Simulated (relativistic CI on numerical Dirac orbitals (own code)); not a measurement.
**Cr IV: calculation against measurement**

Calculated at this level of theory: Dirac-Coulomb-Breit CI, KLI orbitals optimised for each configuration, model QED (radiative potential, 1s self-energy scaled to tabulated hydrogen-like ionisation energies), valence Slater integrals scaled by 0.85, P86 correlation estimate, and configurations built on the next ion tied to the tabulated ionisation energy (semi-empirical) (own radial code, finite nucleus).

Configurations in the expansion (outside the closed core [Ne]): 3s2 3p6 3d3, 3s2 3p6 3d2 4s, 3s2 3p6 3d2 4p, 3s2 3p6 3d2 4d, 3s2 3p6 3d2 5s, 3s2 3p6 3d2 4f, 3s2 3p5 3d4, 3s2 3p6 3d 4s2, 3s2 3p6 3d2 5p, 3s2 3p6 3d2 5d, 3s2 3p6 3d 4s 4p, 3s2 3p6 3d2 5f, 3s2 3p6 3d2 5g, 3s2 3p4 3d5, 3s2 3p6 3d 4p2, 3s2 3p6 3d 4s 4d, 3s 3p6 3d4, 3s2 3p6 3d 4p 4d. Levels of other configurations are missing.

```csv
Configuration,Term (tabulated),J,Measured (cm⁻¹),Computed,Error,Purity (%)
3s2 3p6 3d3,4F,3/2,0.0,0,0,99
3s2 3p6 3d3,4F,5/2,235.8,224,-11,99
3s2 3p6 3d3,4F,7/2,555.6,526,-30,99
3s2 3p6 3d3,4F,9/2,945.6,895,-51,99
3s2 3p6 3d3,4P,1/2,14059.0,13321,-738,98
3s2 3p6 3d3,4P,3/2,14177.1,13429,-748,97
3s2 3p6 3d3,4P,5/2,14471.3,13716,-755,98
3s2 3p6 3d3,2G,7/2,15051.8,14851,-201,99
3s2 3p6 3d3,2G,9/2,15401.6,15185,-216,98
3s2 3p6 3d3,2P,1/2,19519.2,17969,-1551,98
3s2 3p6 3d3,2D2,3/2,20649.9,19134,-1515,71
3s2 3p6 3d3,2D2,5/2,20664.3,19214,-1450,98
3s2 3p6 3d3,2H,9/2,21065.9,21328,262,98
3s2 3p6 3d3,2H,11/2,21320.7,21573,252,99
3s2 3p6 3d3,2F,7/2,34362.8,33299,-1064,99
3s2 3p6 3d3,2F,5/2,34555.7,33485,-1071,99
3s2 3p6 3d3,2D1,5/2,52975.3,49861,-3114,98
3s2 3p6 3d3,2D1,3/2,53142.0,50040,-3102,98
3s2 3p6 3d2 4s,4F,3/2,103994.7,109107,5112,100
3s2 3p6 3d2 4s,4F,5/2,104257.1,109355,5098,100
3s2 3p6 3d2 4s,4F,7/2,104628.6,109706,5078,100
3s2 3p6 3d2 4s,4F,9/2,105104.1,110157,5053,100
3s2 3p6 3d2 4s,2F,5/2,109940.2,114889,4949,99
3s2 3p6 3d2 4s,2F,7/2,110690.4,115600,4909,99
3s2 3p6 3d2 4s,2D,5/2,118570.0,124521,5951,82
3s2 3p6 3d2 4s,2D,3/2,118726.5,124653,5926,92
3s2 3p6 3d2 4s,4P,1/2,119013.3,125114,6101,100
3s2 3p6 3d2 4s,4P,3/2,119250.6,125317,6067,92
3s2 3p6 3d2 4s,4P,5/2,119670.0,125691,6021,82
3s2 3p6 3d2 4s,2P,1/2,124409.2,130604,6195,99
3s2 3p6 3d2 4s,2P,3/2,124732.9,130907,6174,99
3s2 3p6 3d2 4s,2G,9/2,127193.9,131896,4702,100
3s2 3p6 3d2 4s,2G,7/2,127206.3,131909,4703,100
3s2 3p6 3d2 4p,4G°,5/2,157359.5,161693,4334,95
3s2 3p6 3d2 4p,4G°,7/2,157931.1,162219,4288,96
3s2 3p6 3d2 4p,4F°,3/2,158525.9,162680,4154,97
3s2 3p6 3d2 4p,4G°,9/2,158627.5,162865,4237,97
3s2 3p6 3d2 4p,4F°,5/2,158891.2,163015,4124,97
3s2 3p6 3d2 4p,4F°,7/2,159350.5,163441,4090,97
3s2 3p6 3d2 4p,4G°,11/2,159448.0,163632,4184,100
3s2 3p6 3d2 4p,4F°,9/2,159862.1,163925,4062,96
3s2 3p6 3d2 4p,2F°,5/2,160303.9,164718,4414,80
3s2 3p6 3d2 4p,2F°,7/2,160935.8,165253,4317,74
3s2 3p6 3d2 4p,2D°,3/2,160985.0,166107,5122,67
3s2 3p6 3d2 4p,4D°,1/2,161353.4,165464,4111,100
3s2 3p6 3d2 4p,4D° †,5/2,161493.9,165688,4194,77
3s2 3p6 3d2 4p,4D° †,3/2,161754.8,165329,3574,67
3s2 3p6 3d2 4p,4D° †,7/2,162063.3,166196,4133,75
3s2 3p6 3d2 4p,2D°,5/2,162299.6,166771,4472,83
3s2 3p6 3d2 4p,2G°,7/2,164908.6,168823,3914,99
3s2 3p6 3d2 4p,2G°,9/2,165428.9,169318,3889,99
3s2 3p6 3d2 4p,2S°,1/2,167895.1,173751,5856,98
3s2 3p6 3d2 4p,4S°,3/2,171079.7,176297,5217,82
3s2 3p6 3d2 4p,2P°,3/2,172182.1,177152,4970,78
3s2 3p6 3d2 4p,2F°,5/2,172634.7,177429,4794,95
3s2 3p6 3d2 4p,2P°,1/2,172821.6,177681,4859,98
3s2 3p6 3d2 4p,2F°,7/2,173364.4,178115,4750,94
3s2 3p6 3d2 4p,4D°,1/2,173430.6,178563,5132,99
3s2 3p6 3d2 4p,4D°,3/2,173657.9,178769,5111,94
3s2 3p6 3d2 4p,4D°,5/2,174094.8,179170,5075,89
3s2 3p6 3d2 4p,2D°,3/2,174538.4,179629,5090,90
3s2 3p6 3d2 4p,4D°,7/2,174844.9,179866,5021,95
3s2 3p6 3d2 4p,2D°,5/2,174967.4,180039,5071,87
3s2 3p6 3d2 4p,4P°,1/2,176689.1,181752,5063,99
3s2 3p6 3d2 4p,4P°,3/2,176915.3,181960,5045,99
3s2 3p6 3d2 4p,4P°,5/2,177405.0,182416,5011,96
3s2 3p6 3d2 4p,2G°,7/2,177914.4,181763,3849,99
```

Measured levels from Sugar and Corliss, J. Phys. Chem. Ref. Data 6, 317 (1977); pairs were made by configuration, J and term (by order where the table uses no LS term), so strongly mixed levels may be paired wrongly.

Mean error by configuration (cm⁻¹): 3s2 3p6 3d3 -888; 3s2 3p6 3d2 4s 5469; 3s2 3p6 3d2 4p 4633. Over the excited levels the mean absolute error is 3838 cm⁻¹ (66 of the 66 excited levels that our extract of the source holds in range could be paired), and the median relative error of those above 1,000 cm⁻¹ is 2.9 %. Some levels of the ground configuration have no partner. † marks terms whose computed intervals miss the measured ones by more than a factor of 2.5, or configurations far off the rest, from wrong mixing, a near crossing or a doubtful label or measurement; they are left out of the means.
